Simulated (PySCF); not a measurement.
B(All)(Me)(OMe), C5H11BO, SMILES C=CCB(C)OC, GFN2-xTB optimised geometry.

```
18

B     -0.56    -0.08     0.00
C     -1.47    -1.41     0.03
C     -1.47    -2.01     1.40
C     -2.47    -1.94     2.25
H     -1.09    -2.16    -0.68
H     -2.50    -1.18    -0.26
H     -0.55    -2.50     1.70
H     -3.40    -1.45     1.99
H     -2.42    -2.36     3.24
C     -1.27     1.34     0.00
H     -1.93     1.44     0.85
H     -1.88     1.48    -0.89
H     -0.55     2.16     0.04
O      0.77    -0.08     0.00
C      1.62    -1.20     0.02
H      1.14    -2.10    -0.36
H      2.50    -0.97    -0.59
H      1.95    -1.38     1.05
```

Density from PySCF with B3LYP/def2-SVP at that geometry.

Minimum of the electron density along straight lines between bonded atoms, close to the bond critical point (lines longer than 1.1 times the sum of covalent radii, or with two minima, are not listed):

```
bond     length / Å  ρ at the minimum / e bohr⁻³  ∇²ρ there / e bohr⁻⁵  position (fraction from the first atom)
-------  ----------  ---------------------------  --------------------  ---------------------------------------
B1–C2         1.615                        0.171                 -0.20                                     0.32
C2–C3         1.496                        0.254                 -0.59                                     0.49
C3–C4         1.321                        0.349                 -0.96                                     0.51
C2–H5         1.094                        0.269                 -0.93                                     0.62
C2–H6         1.090                        0.275                 -0.98                                     0.62
C3–H7         1.083                        0.282                 -1.06                                     0.63
C4–H8         1.078                        0.282                 -1.07                                     0.63
C4–H9         1.077                        0.283                 -1.08                                     0.63
B1–C10        1.589                        0.179                 -0.19                                     0.32
C10–H11       1.088                        0.270                 -0.95                                     0.62
C10–H12       1.088                        0.270                 -0.95                                     0.62
C10–H13       1.086                        0.274                 -0.99                                     0.62
B1–O14        1.331                        0.211                  1.33                                     0.33
O14–C15       1.405                        0.256                 -0.36                                     0.66
C15–H16       1.092                        0.282                 -1.07                                     0.64
C15–H17       1.092                        0.283                 -1.09                                     0.64
C15–H18       1.093                        0.282                 -1.08                                     0.64
```
